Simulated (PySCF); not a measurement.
PySCF input for H6W, SMILES [WH6-], charge -1, multiplicity 2, IEF-PCM-PBE0/def2-TZVPD. The structure is a stationary point at B3LYP-D3(BJ)/def2-TZVPD. The geometry has at least one imaginary mode, so it is a saddle point at that level. The spin state was assumed, not searched. The def2 effective core potentials stand for the cores of W; spin–orbit coupling is left out.

```python
import numpy as np
from pyscf import gto, scf, dft
from pyscf.solvent import pcm

mol = gto.M(
    atom='''
    W    -0.00000000    0.00000000    0.00000000
    H     1.32357923   -0.76416880   -0.99500428
    H     1.32357923    0.76416880    0.99500427
    H     0.00000000   -1.52833766    0.99500424
    H    -0.00000000    1.52833766   -0.99500424
    H    -1.32357923    0.76416880    0.99500428
    H    -1.32357923   -0.76416880   -0.99500427
    ''',
    basis='def2-TZVPD',
    ecp={'W': 'def2-tzvp'},
    charge=-1,
    spin=1,
    max_memory=1600,
    verbose=3,
)
mf = dft.UKS(mol, xc='pbe0').density_fit(auxbasis='def2-universal-jkfit')
mf.grids.level = 3
mf.conv_tol = 1e-9
mf.max_cycle = 100
mf.kernel()
fine, coarse = mf.grids, dft.Grids(mol).set(level=1).build(with_non0tab=True)
for _ in range(3):  # follow internal instabilities
    mf.grids = coarse
    mo, _, stable, _ = mf.stability(return_status=True, nroots=4)
    mf.grids = fine
    if stable:
        break
    mf.kernel(mf.make_rdm1(mo, mf.mo_occ))
res = {}
for name, eps in {'water': 78.355, 'toluene': 2.3741, 'methanol': 32.613}.items():
    s = mf.PCM()
    s.with_solvent.method, s.with_solvent.eps, s.with_solvent.lebedev_order = 'IEF-PCM', eps, 29
    s.kernel(mf.make_rdm1())
    res[name] = (s.e_tot, eps, s.dip_moment(), s.mo_energy, s.converged)
    print(f'{name}: electrostatic solvation free energy {(s.e_tot - mf.e_tot) * 627.509474:.3f} kcal/mol')
```

Output:

```

WARN: HOMO -0.315273916623879 >= LUMO -0.31527391662388

converged SCF energy = -70.5012536654721  <S^2> = 0.75641639  2S+1 = 2.0064061
<class 'pyscf.df.df_jk.DFUKS'> wavefunction has an internal instability
converged SCF energy = -70.5037369844584  <S^2> = 0.75446195  2S+1 = 2.004457
<class 'pyscf.df.df_jk.DFUKS'> wavefunction is stable in the internal stability analysis

WARN: PCM is an experimental feature. It is still in testing.
Features and APIs may be changed in the future.

converged SCF energy = -70.5849009407515  <S^2> = 0.75443206  2S+1 = 2.0044272

WARN: System has nonzero charge -1; the dipole moment is origin-dependent.
Location of origin: [0. 0. 0.]

Dipole moment(X, Y, Z, Debye):  0.00000,  0.00001,  0.00000
water: electrostatic solvation free energy -50.931 kcal/mol

WARN: PCM is an experimental feature. It is still in testing.
Features and APIs may be changed in the future.

converged SCF energy = -70.5509348355433  <S^2> = 0.75444298  2S+1 = 2.0044381

WARN: System has nonzero charge -1; the dipole moment is origin-dependent.
Location of origin: [0. 0. 0.]

Dipole moment(X, Y, Z, Debye):  0.00000,  0.00001,  0.00000
toluene: electrostatic solvation free energy -29.617 kcal/mol

WARN: PCM is an experimental feature. It is still in testing.
Features and APIs may be changed in the future.

converged SCF energy = -70.5834033480673  <S^2> = 0.75443242  2S+1 = 2.0044275

WARN: System has nonzero charge -1; the dipole moment is origin-dependent.
Location of origin: [0. 0. 0.]

Dipole moment(X, Y, Z, Debye):  0.00000,  0.00001,  0.00000
methanol: electrostatic solvation free energy -49.991 kcal/mol
```

The run converged.
